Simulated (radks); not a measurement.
Task: Radial electron density D(r) = 4 pi r^2 rho(r) of an atom or ion with 64 electrons. Calculated with a radial shooting solver on a logarithmic mesh with Libxc functionals: Dirac Kohn-Sham, PBEsol, spin-unpolarised, spherical densities, point nucleus.

r (bohr)  D(r) (e/bohr)
0.001136          6.236
0.001312          7.828
0.001503          9.672
0.001722          11.91
0.001989          14.77
0.002279          18.00
0.002611          21.83
0.003015          26.58
0.003454          31.76
0.003989          38.01
0.00457           44.58
0.005236          51.70
0.006047          59.65
0.006928          67.27
0.007938          74.63
0.009167          81.65
0.0105            87.04
0.01213           90.92
0.0139            92.51
0.01592           92.02
0.01839           89.55
0.02106           86.21
0.02433           82.96
0.02787           81.68
0.03193           83.47
0.03688           89.37
0.04225           98.16
0.04841           108.1
0.0559            116.6
0.06405           119.6
0.07397           115.8
0.08474           107.0
0.09709           97.13
0.1121            91.11
0.1285            92.74
0.1472            99.85
0.17              106.5
0.1947            104.5
0.2249            90.77
0.2577            71.38
0.2952            54.84
0.3409            47.88
0.3906            50.79
0.4511            56.25
0.5168            56.31
0.5921            49.29
0.6838            37.54
0.7834            27.10
0.8975            19.83
1.036             15.38
1.188             12.65
1.371             9.913
1.571             7.154
1.8               4.544
2.079             2.390
2.382             1.102
2.729            0.4268
3.151            0.1271
3.611           0.03246
4.17           0.005885
4.777         0.0008968

What is the nuclear charge?

Result: Z = 67. The innermost maximum, from 1s, lies near gamma/Z bohr with gamma = sqrt(1 - (Z/c)^2) = 0.872, here 0.013 bohr (found: 0.0143), and its height grows with Z. The density is that of the holmium ion Ho3+ in [Xe] 4f10; the configuration itself is not fixed sharply by these data, and Z only to a few units. D(r) has 4 maxima, at r = 0.0143, 0.0640, 0.178, 0.485 bohr, and minima at 0.0279, 0.117, 0.346 bohr, inside which lie 2.02, 11.19, 29.58 electrons.
